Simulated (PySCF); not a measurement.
Computed and published core binding energies of `F[Si](F)(F)F`

Measured values to reproduce (core binding energies): Si 1s of Si2 1852.50 eV [1]. Sources and the comparison follow the method.

Compound: SiF4.
Numbering: `[F:1][Si:2]([F:3])([F:4])[F:5]`

Theory: delta-SCF UKS SCAN, pcX-3 on the ionised atom, pcseg-2 elsewhere, spin-free X2C (PySCF). Binding energies are ΔSCF values: E(core-ionised, relaxed orbitals) − E(ground state) at a fixed geometry, referred to the vacuum level.

```
atom             environment  level  this calculation (eV)  reference (eV)  difference (eV)  source
 Si2  fluorine-bound silicon  Si 1s                1851.96         1852.50            -0.54     [1]
```

[1] measured, gas; Cunha, Hait, Kang, Mao, Head-Gordon, J. Phys. Chem. Lett. 2022, 13, 3438 (arXiv:2111.08405)

Q: How far is it from the measured entries?

A: The one measured value differs by -0.54 eV, too little evidence for a typical error. The calculation is vertical and has no vibrational structure, and measured positions depend on the energy calibration.

Q: What does the calculation give for the levels without a reference value here?

A: F1/F3/F4/F5 F 1s 694.44 eV; Si2 Si 2p3/2 111.45 eV.

The first atom of each set that the bonding makes equivalent was ionised and stands for the set. 2p3/2 and 2p1/2 are the ΔSCF energy of one spin-free 2p hole plus the eigenvalues of a spin–orbit and ligand-field matrix of the shell. 2p1/2 minus 2p3/2 (ligand field included): Si 0.63 eV. Isolated species at its PBE0-D3(BJ)/def2-TZVP geometry, gas phase.
